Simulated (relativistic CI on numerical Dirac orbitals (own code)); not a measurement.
## Line list: Forbidden lines, Tc⁶⁺

Calculated at this level of theory: Dirac-Coulomb-Breit CI, separate exchange-only KLI orbitals for each configuration, model QED (radiative potential, 1s self-energy scaled to tabulated hydrogen-like ionisation energies), unscaled Slater integrals (own radial code, finite nucleus).

CI space (outside the closed core [Ar] 3d10): 4s2 4p6 4d, 4s2 4p6 5s, 4s2 4p6 4f, 4s2 4p5 4d2, 4s2 4p6 5p, 4s2 4p6 5d, 4s 4p6 4d2, 4s2 4p6 6s, 4s2 4p5 4d 4f, 4s2 4p6 6p, 4s2 4p6 5f, 4s2 4p6 6d, 4s2 4p6 5g, 4s2 4p6 7s, 4s2 4p6 7p. Double excitations out of closed p, d and f shells are left out; levels of such configurations are missing from the list, as are those of other unlisted configurations, and high levels can miss mixing partners.

| λ vac (Å) | Lower | Upper | Type | A (s⁻¹) | log gf |
| --- | --- | --- | --- | --- | --- |
| 253.10 | 4s2 4p6 4d 2D_5/2 [2] | 4s2 4p5 4d2 2G°_9/2 [46] | M2 | 1.20e+01 | -8.94 |
| 273.95 | 4s2 4p6 4d 2D_5/2 [2] | 4s2 4p5 4d2 2H°_9/2 [32] | M2 | 5.01e+00 | -9.25 |
| 290.12 | 4s2 4p6 4d 2D_5/2 [2] | 4s2 4p5 4d2 4F°_9/2 [21] | M2 | 3.72e+01 | -8.33 |
| 313.09 | 4s2 4p5 4d2 4G°_11/2 [12] | 4s2 4p5 4d 4f 4I_15/2 [84] | M2 | 1.77e+01 | -8.38 |
| 337.57 | 4s2 4p5 4d2 2H°_11/2 [27] | 4s2 4p5 4d 4f 4I_15/2 [84] | M2 | 3.49e+01 | -8.02 |
| 569.26 | 4s2 4p6 4d 2D_3/2 [1] | 4s2 4p6 5s 2S_1/2 [3] | E2 | 3.29e+04 | -5.50 |
| 580.07 | 4s2 4p6 4d 2D_5/2 [2] | 4s2 4p6 5s 2S_1/2 [3] | E2 | 4.61e+04 | -5.33 |
| 1225.9 | 4s2 4p6 4f 2F°_7/2 [7] | 4s2 4p5 4d2 2G°_9/2 [46] | M1 | 1.80e+01 | -7.39 |
| 1537.7 | 4s2 4p5 4d2 4G°_11/2 [12] | 4s2 4p5 4d2 2G°_9/2 [46] | M1 | 4.49e+01 | -6.80 |
| 1832.0 | 4s2 4p5 4d2 4D°_7/2 [11] | 4s2 4p5 4d2 2G°_9/2 [38] | M1 | 1.49e+01 | -7.12 |
| 1983.9 | 4s2 4p5 4d2 4F°_9/2 [21] | 4s2 4p5 4d2 2G°_9/2 [46] | M1 | 3.57e+01 | -6.68 |
| 2217.9 | 4s2 4p5 4d2 4G°_11/2 [12] | 4s2 4p5 4d2 2G°_9/2 [38] | M1 | 2.65e+02 | -5.71 |
| 2388.1 | 4s2 4p5 4d2 2H°_11/2 [27] | 4s2 4p5 4d2 2G°_9/2 [46] | M1 | 2.10e+02 | -5.75 |
| 2859.4 | 4s2 4p5 4d2 4G°_11/2 [12] | 4s2 4p5 4d2 2H°_9/2 [32] | M1 | 9.38e+00 | -6.94 |
| 3283.1 | 4s2 4p5 4d2 4F°_9/2 [21] | 4s2 4p5 4d2 2G°_9/2 [38] | M1 | 6.93e+01 | -5.95 |
| 3326.5 | 4s2 4p5 4d2 2H°_9/2 [32] | 4s2 4p5 4d2 2G°_9/2 [46] | M1 | 8.58e+01 | -5.85 |
| 4144.7 | 4s2 4p5 4d2 4D°_7/2 [11] | 4s2 4p5 4d2 4F°_9/2 [21] | M1 | 1.72e+01 | -6.35 |
| 4444.8 | 4s2 4p5 4d2 2F°_7/2 [26] | 4s2 4p5 4d2 2G°_9/2 [38] | M1 | 1.88e+01 | -6.25 |
| 4560.4 | 4s2 4p5 4d2 2H°_11/2 [27] | 4s2 4p5 4d2 2G°_9/2 [38] | M1 | 2.03e+01 | -6.20 |
| 8465.5 | 4s2 4p5 4d2 2H°_11/2 [27] | 4s2 4p5 4d2 2H°_9/2 [32] | M1 | 1.63e+01 | -5.76 |

Terms are leading LS components. Brackets give the number of a level in order of energy, since labels repeat. The list gives strong lines, with weight on those to low levels, among the lowest 145 of 195 levels, so that lines to higher ones, which can be the strongest, are missing. Levels whose partners in the same complex of configurations lie outside the list can be far off, and so can their lines. Rates are taken at the computed energies, electric ones in the length gauge.

At this charge configurations can still be misplaced by up to about 7 % of their energy.

LS names give the leading component of a level, which can be under half, so a name can repeat, a term be missing and a line seem to break the LS rules.
